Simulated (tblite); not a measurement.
Q: Write Cartesian coordinates for `C[SiH](C)/C(=C\C#C)C(C)=O` as optimised with GFN2-xTB.

A: 
```
atom  x, y, z in Å
C1     0.2287    3.3189   -1.7532
C2     0.6658    2.3094   -1.2669
C3     1.2616    1.1692   -0.7054
C4     0.5828    0.1429   -0.1677
C5     1.2813   -0.9825    0.4666
C6     2.6486   -1.3610   -0.0537
O7     0.7508   -1.5938    1.3723
Si8   -1.3137    0.0677    0.0109
C9    -1.7730    0.6159    1.7719
C10   -1.9078   -1.6975   -0.3622
H11   -0.1803    4.1852   -2.1805
H12    2.3475    1.1925   -0.7075
H13    3.3828   -0.6357    0.2939
H14    2.9250   -2.3404    0.3285
H15    2.6555   -1.3693   -1.1409
H16   -1.8695    0.9954   -0.9904
H17   -1.3113   -0.0342    2.5089
H18   -2.8477    0.5838    1.9230
H19   -1.4399    1.6317    1.9654
H20   -1.4915   -2.4067    0.3461
H21   -1.6162   -2.0121   -1.3605
H22   -2.9898   -1.7601   -0.2994
```

Orientation and origin are arbitrary. Atoms count from 1 in this order. Si8 (SiH silicon) is tetrahedral (angles from 106.7° to 112.0°). The C–C distances run from 1.203 Å (C1≡C2, drawn triple) to 1.511 Å (C5–C6, drawn single), a spread of 0.308 Å. Of the pairs four or more bonds apart, C6···H12 is among the closest relative to their van der Waals radii: 2.65 Å, 91 % of the sum of Bondi's values.

Bonds between heavy atoms (Å): C1≡C2 1.203, C2–C3 1.404, C3=C4 1.343, C4–C5 1.469, C5–C6 1.511, C5=O7 1.215, C4–Si8 1.906, Si8–C9 1.901, Si8–C10 1.899.

Structure optimised with GFN2-xTB, isolated species.

Point group: C1 (no symmetry element, even within 0.4 Å). Its GFN2-xTB frequencies are all real (lowest 23 cm⁻¹). The numbers are those of one conformer (C3–C4–C5–C6 -30°, C3–C4–Si8–C9 -97°). 3 starts were optimised and ended at 0.00, 0.19 and 0.72 kcal/mol (GFN2-xTB); the lowest of these is shown.

The numbers are calculated, not measured.
